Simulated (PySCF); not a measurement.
Results of a calculation; reference values are marked as such.
# CH9FNSi3

CH9FNSi3 is a small molecule (built as: C site whose three back bonds go to SiH3, F, N(SiH3)2), neutral, doublet. The structure, one conformer, was relaxed in the gas phase by PBE0-D3(BJ)/def2-SVP. No frequency run checks that it is a minimum.

SMILES: F[C]([SiH3])N([SiH3])[SiH3]

```
atom   x (Å)   y (Å)   z (Å)
  C1   0.571  -0.804  -0.145
 Si2   2.345  -0.321   0.127
  F3   0.369  -1.952  -0.842
  N4  -0.596  -0.071  -0.017
 Si5  -2.088  -0.803  -0.660
 Si6  -0.571   1.470   0.850
  H7   2.400   0.558   1.335
  H8   2.979   0.425  -1.011
  H9   3.111  -1.579   0.355
 H10  -2.382  -2.110  -0.007
 H11  -3.165   0.171  -0.327
 H12  -2.013  -0.981  -2.137
 H13  -1.907   2.096   0.664
 H14   0.499   2.337   0.270
 H15  -0.289   1.276   2.304
```

EPR values by unrestricted B3LYP, IGLO-III on C F N Si, pcH-1 on H.

(1) Predict g and the largest hyperfine couplings. Where does the spin sit?

(2) How do the isotropic couplings move with BHandHLYP?

Results:

(1) g = 2.0019, 2.0041, 2.0048. The spin sits on C1 (76 %, bonded to 1 F + 1 N + 1 Si) by Mulliken populations.
```tsv
atom	isotope	isotropic (MHz)	dipolar, principal values (MHz)
F3	19F	104.8	-172.1, -147.5, 319.6
C1	13C	93.1	-67.2, -65.4, 132.6
H8	1H	93.7	-3.0, -1.5, 4.5
Si2	29Si	29.0	-4.5, -0.7, 5.1
H12	1H	16.7	-1.8, -1.6, 3.4
H9	1H	12.9	-3.5, -2.3, 5.8
```

(2) F3 104.8 to 154.0 MHz, C1 93.1 to 128.4 MHz, H8 93.7 to 90.5 MHz, Si2 29.0 to 44.0 MHz.

The 2 runs behind this took 97 s in all, one thread each of AMD EPYC 9R45 96-Core on a shared host, launched as `OMP_NUM_THREADS=1 python cluster_run.py task.json out`.
